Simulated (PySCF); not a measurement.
# Worked example: chemical shift, span and skew from a shielding tensor

Si(F)(NH2) (FH2NSi), SMILES [Si](N)F (connectivity only; charge and spin as stated), neutral, multiplicity 1. Atoms are numbered in the order given.

```xyz
5

Si     0.6264    -0.0978     0.0000
F     -0.5336    -1.2317     0.0000
N     -0.3705     1.2817     0.0000
H     -1.3808     1.2668     0.0000
H      0.0070     2.2165     0.0000
```

Coordinates come from a PBE0-D3(BJ)/def2-TZVP optimisation. The values are those of a single conformer.

GIAO shieldings from HF/pcSseg-2 (PySCF), non-relativistic, no solvent. The symmetric part of the tensor of Si1 has the principal values 13.2, 311.6, 534.6 ppm. The same nucleus in TMS has σ = 383.2 ppm at this level (PySCF, at its B3LYP-D3(BJ)/def2-TZVP geometry).

**Question.** Work out the isotropic shielding, the ²⁹Si shift against TMS, the span and the skew.

**Answer.** 
σ(iso) = (σ11 + σ22 + σ33)/3 = 286.5 ppm. δ = σ(ref) − σ(iso) = 383.2 − (286.5) = 96.7 ppm.
Span Ω = σ33 − σ11 = 521.4 ppm. Skew κ = 3(σ(iso) − σ22)/Ω = -0.14. Tumbling in solution averages the tensor to δ; in a static solid the shielding alone would spread this spin-1/2 line over Ω.
